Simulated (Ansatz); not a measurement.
CH5BFNO, SMILES `OCNBF` at its PBE0-D4/def2-TZVP geometry, where that method's forces vanish. The species carries charge 0 and has multiplicity 1.

```xyz
10

O     0.8564    0.5798    1.5047
C     0.8603    0.1022    0.1753
N    -0.4095    0.3617   -0.4096
B    -1.3850   -0.5998   -0.6652
F    -2.5606   -0.2153   -1.1700
H     1.7591    0.5743    1.8344
H     1.6532    0.5992   -0.4000
H     1.0314   -0.9799    0.1414
H    -0.6197    1.3392   -0.5506
H    -1.1857   -1.7614   -0.4604
```

(1) What forces (eV/Å) does B3LYP-D4/def2-TZVPP give on these atoms in the Gaussian-basis code of Ansatz? (Best estimate.)

## Answers

(1) Computed: 
```
O1   0.041  0.099  0.306
C2   0.231 -0.189 -0.291
N3  -0.154  0.064 -0.089
B4   0.112 -0.205  0.065
F5  -0.195  0.042 -0.080
H6   0.023  0.021  0.069
H7  -0.032 -0.032  0.044
H8   0.013  0.075  0.007
H9  -0.008  0.008 -0.009
H10 -0.031  0.116 -0.023
```

B3LYP here is the variant with VWN-RPA as its local correlation; programs differ in this.
